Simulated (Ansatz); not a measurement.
Consider the substitution at a C–S bond: `CCSSCC` + `C[SiH2]O` → `CCO[SiH2]C` + `CCSS`.

Calculated with Ansatz (gas phase, PBE0-D4/def2-TZVP geometries, no zero-point term in ΔE). CCSD(T)/CBS adds triple-zeta CCSD(T) − MP2 to the extrapolated MP2 energy (def2 sets, frozen cores). This one scheme is used for every species. Functionals use def2-TZVPP. B3LYP here is the variant with VWN-RPA as its local correlation; programs differ in this. One conformer a species, not always the lowest.

(1) Is it downhill or uphill in electronic energy at CCSD(T)/CBS, and by how much? (Best estimate.)

(2) What do these levels give: PBE-D4, r2SCAN-D4, PBE0-D4, ωB97X-V, ωB97M-V, B2PLYP, PBE0, B3LYP, HF/def2-TZVPP, CCSD(T)/def2-TZVPP, HF/def2-QZVPP, MP2/def2-QZVPP? (Best estimate.)

Largest T1 diagnostic among the species: 0.011.

Answers

(1) The calculation gave: Uphill: ΔE = +51.1 kJ/mol.

(2) Ansatz gave: PBE-D4 50.6, r2SCAN-D4 48.0, PBE0-D4 49.2, ωB97X-V 42.8, ωB97M-V 45.7, B2PLYP 45.3, PBE0 46.8, B3LYP 39.5, HF/def2-TZVPP 29.3, CCSD(T)/def2-TZVPP 46.3, HF/def2-QZVPP 28.8, MP2/def2-QZVPP 59.5 kJ/mol.

In def2-TZVPP, CCSD(T) changes the Hartree–Fock value by +17.0 kJ/mol (the triples alone add +3.6 kJ/mol) and MP2 by +27.6 kJ/mol. The D4 term adds +4.3 kJ/mol with B3LYP and +2.4 kJ/mol with PBE0; it sums over pairs of atoms, weighted by their polarisabilities, and B3LYP, whose exchange is more repulsive, gets the larger term.
